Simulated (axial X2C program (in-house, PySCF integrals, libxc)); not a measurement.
# How long does RbSi take?

A bond scan computed with an in-house all-electron X2C program for linear molecules (integrals from PySCF). Basis: Rb dyall-cv3z [12s13p8d4f1g], Si dyall-v3z [8s7p2d1f] (cores contracted in-house).

The run was started with this input:
```json
{
 "zs": [
  37,
  14
 ],
 "q": 0,
 "bas": [
  "dyall-cv3z",
  "dyall-v3z"
 ],
 "levels": [
  "PBE0",
  "HF",
  "PBE"
 ],
 "cc": true,
 "r0": 3.26,
 "thr": -2.0,
 "nmax": 90,
 "npts": 10,
 "nst": 2,
 "ntry": 6
}
```
```bash
python so2c.py task.json out
```

Keys: zs atomic numbers; q charge; bas basis sets; levels methods; cc coupled cluster on or off; r0 starting distance in Å; thr threshold in hartree for freezing inner shells (an s shell follows its p shell); nmax most natural virtual spinors; npts points on the curve; nst determinants followed; ntry starts of the search. HF also brings MP2.

Hardware: 1 thread of Intel(R) Xeon(R) 6975P-C (Granite Rapids), with other jobs on the host.

Wall time of one point of each curve, integrals apart:

```json
{"Hamiltonian": "spin-free", "level": "PBE0", "points": "10", "seconds a point": "0.49"}
{"Hamiltonian": "spin-free", "level": "HF", "points": "10", "seconds a point": "0.28"}
{"Hamiltonian": "spin-free", "level": "CCSD(T) (13 electrons, 90 virtuals)", "points": "7", "seconds a point": "8"}
{"Hamiltonian": "spin-free", "level": "PBE", "points": "10", "seconds a point": "0.33"}
{"Hamiltonian": "2c", "level": "PBE0", "points": "10", "seconds a point": "0.6"}
{"Hamiltonian": "2c", "level": "HF", "points": "10", "seconds a point": "0.47"}
{"Hamiltonian": "2c", "level": "CCSD(T) (13 electrons, 90 virtuals)", "points": "7", "seconds a point": "9.1"}
{"Hamiltonian": "2c", "level": "PBE", "points": "10", "seconds a point": "0.35"}
```

The rest:

Search with its distance optimisation 29 s, atoms 9.4 s, whole task 190 s. Coupled cluster runs on the points near the minimum only. The program drops outer points, and coupled cluster, when its time limit (not in the input) nears; MP2, further determinants and curves that did not converge are not in the table.
